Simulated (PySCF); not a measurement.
Mg(Cl)(SiH3) (ClH3MgSi), SMILES [SiH3][Mg][Cl].

Geometry: PBE0-D3(BJ)/def2-TZVP.

Calculation: HF/def2-TZVPD (PySCF).

Computed frontier levels, gap, dipole moment and polarisability:
```yaml
highest_occupied_level: -9.76 eV
lowest_empty_level: 0.82 eV
orbital_gap: 10.59 eV
dipole_moment: 1.48 D
quadrupole, principal values (traceless, Buckingham form, about the centre of nuclear charge): -18.83, 9.41, 9.41 D·Å
mean_static_polarisability: 70.5 bohr³ (10.45 Å³)
polarisability_principal_values: 61.4, 61.4, 88.6 bohr³
```
